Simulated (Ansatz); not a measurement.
A search over several starts for the lowest SCF solution of NbCl₂O₂, that is [NbO2Cl2]- with one electron fewer at the given spin, in a small basis.

```yaml
crystal:
  periodic: [false, false, false]
  atoms:
    - {symbol: Nb, position_ang: [0.111567, -0.000158, 0.078145]}
    - {symbol: O, position_ang: [0.157728, -0.014903, 1.803993]}
    - {symbol: O, position_ang: [1.749352, 0.008537, -0.468172]}
    - {symbol: Cl, position_ang: [-1.015530, 1.981625, -0.689648]}
    - {symbol: Cl, position_ang: [-1.003117, -1.975101, -0.724318]}
basis:
  gaussian: {orbitals: def2-SVP}
magnetization: {spin_polarized: true, initial_magnetization: 1}
hamiltonian: {xc: pbe0, dispersion: d4}
output: {orbitals: {seedname: orbitals}}
```

```sh
$ ansatz run in.yaml --threads 4 --pin off --events-out ev --progress --plain --max-ram 3916MiB
```

Shortened log:

```
Functional definition: PBE0
895 factors; integrals over basis functions are off by at most 1.3e-3 eV
mean field evaluation 1: about -30652.6289 eV, gradient 6.3e1 eV
mean field evaluation 2: about -30342.3750 eV, gradient 2.4e2 eV
mean field evaluation 4: about -30661.8028 eV, gradient 3.4e1 eV
mean field evaluation 8: about -30669.7937 eV, gradient 7.0e-1 eV
mean field evaluation 16: about -30669.9082 eV, gradient 1.1e-2 eV
mean field evaluation 32: about -30669.9082 eV, gradient 1.9e-5 eV
mean field -30669.90818875 eV, -1127.0983371261 hartree, gradient 1.9e-5 eV, S^2 0.796612; 6 other end points of the search recorded, 0 dependent functions left out
reference -30669.90824101 eV, -1127.0983390466 hartree; 32, 31 occupied and 63, 64 virtual orbitals, 895 factors
Total energy: -30670.05822756 eV, -1127.1038509506 hartree
```

Run time 4.8 s (4 threads of Arm Neoverse V1 on a shared host).

In the def2 sets Nb takes a core potential; there is no spin–orbit coupling.
